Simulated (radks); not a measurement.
The boron ion B3+, 2 electrons, occupied as [He].

Method: non-relativistic Kohn-Sham, PBEsol, spin-polarised, spherical densities, point nucleus; computed with a radial shooting solver on a logarithmic mesh with Libxc functionals.

Energy parts (Ry):
part                     energy
total                 -43.73983
kinetic                43.62701
electron-nucleus      -93.36193
Hartree                11.53075
exchange-correlation   -5.53565

Orbitals (lengths in bohr, moments of r in powers of bohr; <r^-3> diverges for s and p1/2; r(max) is where P^2 peaks):
\begin{tabular}{lrrrr}
orbital & occ. & eigenvalue (Ry) & <r^-3> & r(max) \\ \hline
1s & 2 & -16.91194 & - & 0.2105 \\
\end{tabular}

The highest occupied level is 1s at -230.10 eV. The electron density at the nucleus is 69.41 e/bohr^3. For comparison, the ionisation energy in NIST's Atomic Spectra Database is 259.37 eV (theoretical). In exact Kohn-Sham theory the highest level is minus the ionisation energy, but local and semilocal functionals leave it too shallow, through self-interaction and a potential that decays too fast; potentials with the right tail come closer. Summed over all electrons, <r^2> = 0.2899 bohr^2, which gives a Langevin (diamagnetic) susceptibility term of -0.23 x 10^-6 cm^3/mol.
